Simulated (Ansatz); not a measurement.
`[F][Zn][O][SiH3]` + H₂ → `[F][ZnH]` + `O[SiH3]` at 400 K and 1 bar (hydrogenolysis of a Zn–O bond).

Gas-phase electronic energies from Ansatz, PBE0-D4/def2-TZVP geometries. CCSD(T)/CBS is the MP2 limit (def2-TZVPP, def2-QZVPP) plus CCSD(T) − MP2 in def2-TZVPP, frozen cores. This one scheme is used for every species. For Zn outer-core shells are correlated without core-valence functions, which leaves a few kJ/mol of doubt a bond. Scalar relativity is left out up to krypton. Each species was taken in one conformer, which may not be the lowest.

```tsv
species	CCSD(T)/CBS energy (Eh)	H − E (kJ/mol)	S (J/(mol·K))
`[F][Zn][O][SiH3]`	-2244.31866	110.6	377.1
H₂	-1.17544	38.0	139.0
`[F][ZnH]`	-1878.79355	36.6	246.9
`O[SiH3]`	-366.69042	120.0	276.4
```

H − E and S are ideal-gas, rigid-rotor, harmonic terms from PBE0-D4/def2-TZVP, for one conformer and one mirror image of each species. The MP2-based limit puts H₂ 0.8 mEh under its directly extrapolated value; such offsets cancel only in part. 1 Eh = 2625.50 kJ/mol, R = 8.31446 J/(mol·K).

Task: By hand: ΔE, ΔH, ΔS and ΔG.

Result: ΔE = (-1878.79355) + (-366.69042) − (-2244.31866) − (-1.17544) = 0.01013 Eh = 26.6 kJ/mol. Δ(H − E) = 36.6 + 120.0 − 110.6 − 38.0 = 8.0, so ΔH = 34.6 kJ/mol. ΔS = 246.9 + 276.4 − 377.1 − 139.0 = 7.2 J/(mol·K). ΔG = 34.6 − 400 × (7.2)/1000 = 31.7 kJ/mol.

Task: By hand: the equilibrium constant, and the temperature at which ΔG would vanish if ΔH and ΔS stayed fixed.

Result: log₁₀ K = −ΔG/(RT ln 10) = -4.1. ΔG = 0 at ΔH/ΔS = 4806 K, far beyond where these terms or the molecules hold.

The number of gas molecules stays the same, so ΔS is small and ΔH decides. A doubt of 5 kJ/mol in ΔE shifts log₁₀ K by 0.7 here. Other conformers and mirror images would add mixing entropy, several J/(mol·K) or more a flexible species. Modes under 60 cm⁻¹, often nearly free rotors, make the harmonic entropy too high. These are equilibria of isolated gas molecules and say nothing of rates. Largest T1 diagnostic: 0.018 (customary marks: 0.02 for closed shells, 0.045 for open ones).
